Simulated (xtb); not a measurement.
F₆Mo, charge +1, doublet, at a GFN2-xTB geometry (such geometries of metal compounds can be far from the true shape) (the multiplicity is a formal guess), atoms displaced at random by about 0.02 Å a coordinate; xtb 6.7.1 with GFN1-xTB.

xtb was given this input:
```
$ xtb mol.xyz --gfn 1 --chrg 1 --uhf 1 --opt lax --json

# file mol.xyz
7

Mo     0.01619971     0.02403687    -0.04043834
F      1.00453871    -0.43165021    -1.34216239
F     -1.05232177     0.41853130     1.32610901
F     -1.09568731     0.75648484    -1.10462976
F     -0.88821161    -1.49886483    -0.16193314
F      0.88432217     1.51398369     0.20452092
F      1.12560894    -0.73068761     1.11255465
```

Output, abridged:

```
   ID    Z sym.   atoms
    1   42 Mo     1
    2    9 F      2-7

           -------------------------------------------------
          |                Calculation Setup                |
           -------------------------------------------------

           -------------------------------------------------
          |                 G F N 1 - x T B                 |
           -------------------------------------------------

          ...................................................
          :                      SETUP                      :
          :.................................................:
          :  # basis functions                  34          :
          :  # atomic orbitals                  33          :
          :  # shells                           15          :
          :  # electrons                        47          :
          :  # halogen bonds                     0          :
          :  max. iterations                   250          :
          :  Hamiltonian                  GFN1-xTB          :
          :  restarted?                      false          :
          :  GBSA solvation                  false          :
          :  PC potential                    false          :
          :  electronic temp.          300.0000000     K    :
          :  accuracy                    1.0000000          :
          :  -> integral cutoff          0.2500000E+02      :
          :  -> integral neglect         0.1000000E-07      :
          :  -> SCF convergence          0.1000000E-05 Eh   :
          :  -> wf. convergence          0.2000000E-04 e    :
          :  Broyden damping             0.4000000          :
          :  net charge                          1          :
          :  unpaired electrons                  1          :
          ...................................................

 iter      E             dE          RMSdq      gap      omega  full diag
   1    -32.4140504 -0.324141E+02  0.118E+01    9.35       0.0  T
   2    -32.5373774 -0.123327E+00  0.530E+00    6.76       1.0  T
   3    -32.4102525  0.127125E+00  0.395E+00    5.96       1.0  T
   4    -32.5086623 -0.984098E-01  0.293E+00    6.26       1.0  T
   5    -32.5249252 -0.162628E-01  0.249E+00    6.46       1.0  T
   6    -32.5395933 -0.146681E-01  0.215E+00    6.51       1.0  T
   7    -32.5544398 -0.148465E-01  0.175E+00    6.60       1.0  T
   8    -32.5784116 -0.239718E-01  0.125E+00    6.70       1.0  T
   9    -32.5974220 -0.190104E-01  0.561E-01    6.74       1.0  T
  10    -32.5903662  0.705581E-02  0.953E-01    6.72       1.0  T
  11    -32.5962001 -0.583386E-02  0.689E-01    6.72       1.0  T
  12    -32.6017437 -0.554364E-02  0.233E-01    6.75       1.0  T
  13    -32.6022081 -0.464426E-03  0.158E-01    6.75       1.0  T
  14    -32.6024736 -0.265412E-03  0.739E-02    6.75       1.0  T
  15    -32.6025360 -0.624957E-04  0.341E-02    6.75       1.1  T
  16    -32.6025475 -0.114838E-04  0.189E-02    6.75       2.0  T
  17    -32.6025517 -0.420360E-05  0.714E-03    6.75       5.3  T
  18    -32.6025524 -0.655859E-06  0.237E-03    6.75      16.0  T
  19    -32.6025525 -0.638127E-07  0.107E-03    6.75      35.4  T
  20    -32.6025525 -0.162666E-07  0.364E-05    6.75    1037.7  T
  21    -32.6025525 -0.645173E-11  0.300E-05    6.75    1261.8  T

   *** convergence criteria satisfied after 21 iterations ***

         :::::::::::::::::::::::::::::::::::::::::::::::::::::
         ::                     SUMMARY                     ::
         :::::::::::::::::::::::::::::::::::::::::::::::::::::
         :: total energy             -32.549333405119 Eh    ::
         :: gradient norm              0.032319213783 Eh/a0 ::
         :: HOMO-LUMO gap              6.751055202035 eV    ::
         ::.................................................::
         :: SCC energy               -32.602552470421 Eh    ::
         :: -> electrostatic           0.422495660205 Eh    ::
         :: repulsion energy           0.055197116771 Eh    ::
         :: dispersion energy         -0.001978051470 Eh    ::
         :: halogen bond corr.         0.000000000000 Eh    ::
         :: add. restraining           0.000000000000 Eh    ::
         :: total charge               1.000000000000 e     ::
         :::::::::::::::::::::::::::::::::::::::::::::::::::::

      -----------------------------------------------------------
     |                   =====================                   |
     |                        A N C O P T                        |
     |                   =====================                   |
     |               Approximate Normal Coordinate               |
     |                Rational Function Optimizer                |
      -----------------------------------------------------------
      -----------------------------------------------------------
     |                   =====================                   |
     |                        A N C O P T                        |
     |                   =====================                   |
     |               Approximate Normal Coordinate               |
     |                Rational Function Optimizer                |
      -----------------------------------------------------------

          ...................................................
          :                      SETUP                      :
          :.................................................:
          :   optimization level               lax          :
          :   max. optcycles                   200          :
          :   ANC micro-cycles                  20          :
          :   degrees of freedom                15          :
          :.................................................:
          :   RF solver                   davidson          :
          :   write xtbopt.log                true          :
          :   linear?                        false          :
[...]
 * total energy  :   -32.5493334 Eh     change       -0.1162448E-10 Eh
 * total energy  :   -32.5503150 Eh     change       -0.9816021E-03 Eh
 * total energy  :   -32.5509809 Eh     change       -0.6659221E-03 Eh
 * total energy  :   -32.5510918 Eh     change       -0.1108292E-03 Eh
 * total energy  :   -32.5512828 Eh     change       -0.1910075E-03 Eh
 * total energy  :   -32.5512911 Eh     change       -0.8375556E-05 Eh
   *** GEOMETRY OPTIMIZATION CONVERGED AFTER 6 ITERATIONS ***
[...]
          :  GBSA solvation                  false          :
          :  PC potential                    false          :
          :  electronic temp.          300.0000000     K    :
          :  accuracy                    1.0000000          :
          :  -> integral cutoff          0.2500000E+02      :
          :  -> integral neglect         0.1000000E-07      :
          :  -> SCF convergence          0.1000000E-05 Eh   :
          :  -> wf. convergence          0.2000000E-04 e    :
          :  Broyden damping             0.4000000          :
          :  net charge                          1          :
          :  unpaired electrons                  1          :
          ...................................................

 iter      E             dE          RMSdq      gap      omega  full diag
   1    -32.6089318 -0.326089E+02  0.125E-06    6.98       0.0  T
   2    -32.6089318  0.362377E-12  0.607E-06    6.98    6230.1  T
   3    -32.6089318 -0.426326E-12  0.347E-07    6.98  100000.0  T

   *** convergence criteria satisfied after 3 iterations ***

         :::::::::::::::::::::::::::::::::::::::::::::::::::::
         ::                     SUMMARY                     ::
         :::::::::::::::::::::::::::::::::::::::::::::::::::::
         :: total energy             -32.551291141628 Eh    ::
         :: gradient norm              0.001204360788 Eh/a0 ::
         :: HOMO-LUMO gap              6.979972557946 eV    ::
         ::.................................................::
         :: SCC energy               -32.608931783547 Eh    ::
         :: -> electrostatic           0.421432699458 Eh    ::
         :: repulsion energy           0.059621860198 Eh    ::
         :: dispersion energy         -0.001981218278 Eh    ::
         :: halogen bond corr.         0.000000000000 Eh    ::
         :: add. restraining           0.000000000000 Eh    ::
         :: total charge               1.000000000000 e     ::
         :::::::::::::::::::::::::::::::::::::::::::::::::::::

           -------------------------------------------------
          |                Property Printout                |
           -------------------------------------------------

    * Orbital Energies and Occupations

         #    Occupation            Energy/Eh            Energy/eV
      -------------------------------------------------------------
         1        2.0000           -1.1723666             -31.9017
       ...           ...                  ...                  ...
        12        2.0000           -0.8472077             -23.0537
        13        2.0000           -0.8471387             -23.0518
        14        2.0000           -0.8310732             -22.6147
        15        2.0000           -0.8310456             -22.6139
        16        2.0000           -0.8265688             -22.4921
        17        2.0000           -0.8265092             -22.4905
        18        1.9999           -0.8264631             -22.4892
        19        1.9976           -0.8228187             -22.3900
        20        1.9973           -0.8227082             -22.3870
        21        1.9972           -0.8226463             -22.3853
        22        1.6705           -0.8177491             -22.2521
        23        1.6702           -0.8177482             -22.2521
        24        1.6673           -0.8177354             -22.2517 (HOMO)
        25                         -0.5612262             -15.2717 (LUMO)
        26                         -0.5606662             -15.2565
        27                         -0.5605572             -15.2535
        28                         -0.2092111              -5.6929
        29                         -0.2063957              -5.6163
        30                         -0.1528133              -4.1583
        31                         -0.1521470              -4.1401
        32                         -0.1518888              -4.1331
        33                         -0.0891298              -2.4253
      -------------------------------------------------------------
                  HL-Gap            0.2565093 Eh            6.9800 eV
             Fermi-level           -0.7532776 Eh          -20.4977 eV

  Mulliken/CM5 charges         n(s)   n(p)   n(d)
     1Mo    2.90787  3.76035   0.604  0.988  1.501
     2F    -0.31838 -0.46058   1.799  5.520  0.000
     3F    -0.31675 -0.45805   1.799  5.518  0.000
     4F    -0.31731 -0.45908   1.799  5.518  0.000
     5F    -0.31834 -0.46086   1.799  5.520  0.000
     6F    -0.31921 -0.46216   1.798  5.521  0.000
     7F    -0.31788 -0.45963   1.799  5.519  0.000

Wiberg/Mayer (AO) data.
largest (>0.10) Wiberg bond orders for each atom

 ---------------------------------------------------------------------------
     #   Z sym  total        # sym  WBO       # sym  WBO       # sym  WBO
 ---------------------------------------------------------------------------
     1  42 Mo   5.041 --     6 F    0.843     2 F    0.842     5 F    0.841
                             7 F    0.840     4 F    0.839     3 F    0.837
     2   9 F    0.992 --     1 Mo   0.842
     3   9 F    0.987 --     1 Mo   0.837
     4   9 F    0.989 --     1 Mo   0.839
     5   9 F    0.990 --     1 Mo   0.841
     6   9 F    0.992 --     1 Mo   0.843
     7   9 F    0.990 --     1 Mo   0.840
 ---------------------------------------------------------------------------

Topologies differ in total number of bonds
Writing topology from bond orders to xtbtopo.mol

 dipole moment from electron density (au)
     X       Y       Z
   0.0062   0.0135  -0.0029  total (Debye):    0.038

optimized geometry written to: xtbopt.xyz

           -------------------------------------------------
          | TOTAL ENERGY              -32.551291141628 Eh   |
          | GRADIENT NORM               0.001204360788 Eh/α |
          | HOMO-LUMO GAP               6.979972557946 eV   |
           -------------------------------------------------

normal termination of xtb
```
